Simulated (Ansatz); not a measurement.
Geometry optimisation, RKS r2SCANh-D4/def2-SVP (Ansatz 0.2.0).

The input (input.yaml):

```yaml
crystal:
  periodic: [false, false, false]
  atoms:
    - { symbol: O, position_ang: [1.11376, -1.27891, -0.21902] }
    - { symbol: C, position_ang: [0.32239, -0.36581, -0.06752] }
    - { symbol: Si, position_ang: [0.70785, 1.38556, -0.77425] }
    - { symbol: Ga, position_ang: [-1.18324, -1.33771, 1.00667] }
    - { symbol: H, position_ang: [-0.31898, 1.61392, -1.7931] }
    - { symbol: H, position_ang: [0.55269, 2.29666, 0.36239] }
    - { symbol: H, position_ang: [2.05936, 1.37802, -1.32097] }
    - { symbol: H, position_ang: [-2.26495, -0.19848, 1.26011] }
    - { symbol: H, position_ang: [-1.40432, -2.87438, 1.52332] }
basis:
  gaussian: { orbitals: def2-SVP }
hamiltonian:
  xc: r2scanh
  dispersion: d4
relax:
  f_tol: 0.015
  max_steps: 40
```

Run as:

```bash
$ ansatz run input.yaml --threads 2 --pin off --max-ram 3072MiB --backend cpu --events-out ev --progress --plain --runs-dir out
```

Where does it end, and by what steps?

The forces met the threshold. After 8 steps the energy has fallen by 0.638 eV; H9 moved furthest, 0.30 Å.

| step | energy less start (eV) | largest force component (eV/Å) | accepted |
| --- | --- | --- | --- |
| 0 | 0.0000 | 1.821 | yes |
| 1 | -0.5890 | 1.065 | yes |
| 2 | -0.6240 | 0.471 | yes |
| 3 | -0.6326 | 0.105 | yes |
| 4 | -0.6354 | 0.068 | yes |
| 5 | -0.6366 | 0.112 | yes |
| 6 | -0.6378 | 0.051 | yes |
| 7 | -0.6379 | 0.080 | yes |
| 8 | -0.6381 | 0.010 | yes |

```xyz
9
Properties=species:S:1:pos:R:3
O 1.310 -1.408 -0.236
C 0.461 -0.558 -0.065
Si 0.682 1.262 -0.717
Ga -1.242 -1.126 0.946
H -0.450 1.531 -1.654
H 0.535 2.173 0.458
H 1.991 1.479 -1.394
H -2.416 -0.120 1.220
H -1.286 -2.615 1.419
```

Whether the end is a true minimum wasn't checked by a vibrational analysis.

The run took 41 s on 2 threads of Arm Neoverse V2, on a shared host, peak memory 0.25 GiB.
